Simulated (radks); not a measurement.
Results of a calculation; reference values are marked as such.
Effect of the nuclear size on neutral strontium, [Kr] 5s2. Level of theory: Dirac Kohn-Sham, BLYP, spin-unpolarised, spherical densities, finite nucleus; Fermi nuclear charge, rms radius 4.224 fm (a radial shooting solver on a logarithmic mesh with Libxc functionals). The rms radius is varied about that value; shifts are against it.

rms radius (fm)  total energy shift (eV)  density at nucleus (e/bohr^3)  1s1/2 shift (meV)  2s1/2 shift (meV)  3p1/2 shift (meV)  4s1/2 shift (meV)  4p1/2 shift (meV)
3.4552                            -0.276                      6.211e+04               -117              -12.0              0.210             -0.236              0.060
4.0593                           -0.0633                      6.122e+04              -26.8              -2.76              0.048             -0.054              0.014
4.224                                  0                        6.1e+04              0.000              0.000              0.000              0.000              0.000
4.4352                            0.0845                      6.074e+04               35.8               3.69             -0.064              0.072             -0.019
4.9463                             0.305                      6.015e+04                129               13.3             -0.232              0.260             -0.067

Slopes of the eigenvalues against <r^2> in GHz/fm^2, as finite differences over the two radii next to the reference (eigenvalue slopes, not the field-shift constants of lines): 1s1/2 4740, 2s1/2 489, 3p1/2 -8.52, 4s1/2 9.57, 4p1/2 -2.45.
